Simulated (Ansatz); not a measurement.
Be₂Te₂⁻ was relaxed with PBE0-D4 (def2-TZVPD) in Ansatz in these states: charge -1 doublet, charge -1 quartet. The geometries follow in no particular order.

In the def2 sets Te takes a core potential; there is no spin–orbit coupling.

A:

```xyz
4

Be   -0.850    0.646    0.333
Be    0.851   -0.647   -0.334
Te    1.205    1.582    0.007
Te   -1.206   -1.582   -0.007
```

B:

Cartesian coordinates in Å:
```
Be -0.0963 -1.2782 0.7159
Be 0.8071 0.8197 -0.9123
Te -1.1696 -0.4592 -1.2407
Te 0.4588 0.9178 1.4371
```

Q: Judge from the bond lengths which geometry belongs to which state (an estimate).

A: A is the charge -1 doublet (Be1–Be2 2.238 Å, Be1–Te4 2.282 Å, Be1–Te3 2.282 Å); B is the charge -1 quartet (Be1–Be2 2.805 Å, Be1–Te4 2.377 Å, Be1–Te3 2.377 Å).
